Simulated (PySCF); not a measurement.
# AuH₅, singlet: data card

All numbers come from PySCF, PBE0, basis Au def2-TZVP with ECP60, H def2-TZVP (scalar-relativistic core potentials, no spin–orbit coupling, density fitting).

The structure is a minimum.

```xyz
6
charge 0 multiplicity 1, angstrom
Au    0.0000    0.0000   -0.0089
H    -0.4123    0.0000    1.7690
H     0.4123    0.0000    1.7690
H    -1.6268    0.0000   -0.1233
H     0.0000    0.0000   -1.5482
H     1.6268    0.0000   -0.1233
```

- Point group: C2v
- Bond lengths: Au–H 1.539 Å, Au–H 1.631 Å (×2), Au–H 1.825 Å (×2), H–H 0.825 Å
- Bond angles: Au–H–H 76.9° (×2), H–Au–H 26.1°, H–Au–H 81.0° (×2), H–Au–H 86.0° (×2), H–Au–H 107.1° (×2), H–Au–H 166.9° (×2), H–Au–H 172.0°
- Lowest empty level: -0.93 eV
- Zero-point energy: 98.6 kJ/mol
- Principal quadrupole moments (Buckingham, traceless) about the centre of mass: -6.61, 0.41, 6.20 D Å
- Enthalpy at 298.15 K above 0 K: 11.96 kJ/mol
- Entropy at 298.15 K and 1 bar: 254.2 J/(mol K)
- Atomisation energy without zero-point energy: 1148 kJ/mol
- Rotational symmetry number: 2
- Principal polarisabilities: 26.6, 43.3, 53.9 bohr³
- Rotational constants: 2.97, 1.922, 1.167 cm⁻¹
- Highest occupied level: -7.81 eV
- Heat capacity Cp at 298.15 K: 56.6 J/(mol K)
- Dipole moment: 1.76 D

Harmonic modes (masses in u: Au 196.967, H 1.008):
```tsv
symmetry	ω (cm⁻¹)	IR (km/mol)	μ (u)
b2	502	10.5	1.02
a2	624	0.0	1.01
b2	695	164	1.01
b1	703	2.7	1.02
a1	820	1.0	1.03
b1	859	7.6	1.02
a1	961	5.5	1.01
b2	1534	17.0	1.01
b2	1905	563	1.02
a1	2166	0.0	1.01
a1	2401	1.2	1.01
a1	3317	3.4	1.01
```

In C2v the vibrations span 4b2 + a2 + 2b1 + 5a1. Here b1 is antisymmetric to the molecular plane and b2 lies in it. The a2 mode carries no infrared intensity, as symmetry demands.

Charges (e):
```tsv
atom	Mulliken	Löwdin	polar tensor	Mayer order to Au1
Au1	0.24	0.27	0.14	–
H2,3	0.05	0.08	0.08	0.22
H4,6	-0.18	-0.19	-0.19	0.64
H5	0.03	-0.06	0.09	0.84
```
Other Mayer orders above 0.3: H–H 0.67.

Mulliken populations on Au1 (electrons outside its core potential): s 3.10, p 6.33, d 9.32, f 0.01.

Stability towards spin polarisation was not tested. This need not be the most stable arrangement of these atoms. Spin–orbit coupling, left out here, can matter for elements this heavy.

The final relaxation and frequency run took 51 s on 2 threads of a shared Arm Neoverse N1 host, with 70 basis functions and 17 gradients; the process peaked at 1.1 GiB. Launch command: `OMP_NUM_THREADS=2 python axn.py task.json out`.
